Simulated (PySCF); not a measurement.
# Ionisation energy of Pb(2+) by level of theory

Pb(2+) [Xe] 4f14 5d10 6s2 (1S) → Pb(3+) [Xe] 4f14 5d10 6s1 (2S), as a difference of total energies. Computed with PySCF 2.14 in ANO-RCC-VTZP, with scalar relativity by spin-free X2C-1e. Correlated levels: valence: [Xe] 4f14 5d10 frozen. The calculations carry no spin-orbit coupling.

| method | ionisation energy (eV) |
| --- | --- |
| UHF | 29.790 |
| MP2 (valence) | 30.337 |
| SCS-MP2 (valence) | 30.447 |
| CCSD (valence) | 30.508 |

Errors of the correlated levels include the incompleteness of this basis and the frozen core.

With two correlated electrons CCSD is exact in that space.

Which method comes closest to the reference value, and which is furthest?

The reference is 31.937 eV (measured; NIST Atomic Spectra Database, ionization energies). Closest: CCSD (valence) (error -1.429 eV); furthest: UHF (error -2.147 eV).
